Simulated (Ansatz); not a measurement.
Coupled-cluster diagnostics for the cluster Li₉⁻, Ansatz.

Geometry of the singlet (r2SCAN/def2-TZVPD):

```xyz
9

Li    3.1982   -0.0817    2.7225
Li   -1.8182   -0.3356   -3.2170
Li    0.0653    0.7714    2.5348
Li   -3.0748    1.3921    1.5268
Li    1.2979   -0.9300   -2.1151
Li    1.3318   -1.2002    0.7913
Li    4.0102   -1.1932   -0.3346
Li   -1.1520    0.2970   -0.4181
Li   -3.8584    1.2802   -1.4906
```

Correlated methods freeze no core orbitals; core or outer-core shells of Li are correlated, in sets that lack core-valence functions. Another isomer (singlet) lies 1.00 eV lower at PBE0/def2-TZVPD; other spin states weren't run for this one.

(1) Estimate the CCSD(T) correlation energy, the shares of MP2 and (T), T1 and the reference's ⟨S²⟩ for: charge -1, singlet, own geometry in def2-TZVPPD; and the rough time on 2 threads of Arm Neoverse V2 on a shared host.

Results:

(1) 
```
                           state        basis  correlation (eV)  MP2 share (%)  (T) share (%)     T1  ⟨S²⟩ (pure)  wall time                  remarks
charge -1, singlet, own geometry  def2-TZVPPD           -14.295           82.6            3.8  0.014  0.00 (0.00)    1.7 min  restricted SCF unstable
```
Customary marks for T1 are 0.02 (closed shells), 0.045 (open shells) and about 0.05 (3d metals). T1 stays under 0.02 throughout.
